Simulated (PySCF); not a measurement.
WF2H4, SMILES [WH4]([F])[F], multiplicity 1. Atoms are numbered in the order given.

```xyz
7

W      0.0000     0.0000    -0.0826
F      1.8169     0.0000     0.4259
F     -1.8169     0.0000     0.4259
H     -0.8723     0.0000    -1.5239
H      0.0000    -1.4620     0.7456
H      0.0000     1.4620     0.7456
H      0.8723     0.0000    -1.5239
```
Charge 0, spin multiplicity 1.

The structure is a stationary point at PBE0-D3(BJ)/def2-TZVP. The geometry has at least one imaginary mode, so it is a saddle point at that level. The multiplicity is an assumed one; no other spin state was optimised. The structure was generated by enumeration; whether it is a known compound was not checked. The def2 effective core potentials stand for the cores of W; spin–orbit coupling is left out.

Calculation: r2SCAN/def2-TZVPD run with PySCF.

Symmetry labels are those of the subgroup C2v that the program uses (full group C2v).

Computed valence orbital energies around the gap with their symmetry:
```csv
orbital,symmetry,energy (eV)
HOMO−7,A2,-11.31
HOMO−6,B2,-11.09
HOMO−5,A1,-11.07
HOMO−4,B1,-10.66
HOMO−3,A1,-10.49
HOMO−2,A1,-9.61
HOMO−1,B2,-8.89
HOMO,B1,-7.12
LUMO,A2,-4.27
LUMO+1,B2,-3.81
LUMO+2,A1,-3.39
LUMO+3,A1,-0.22
```
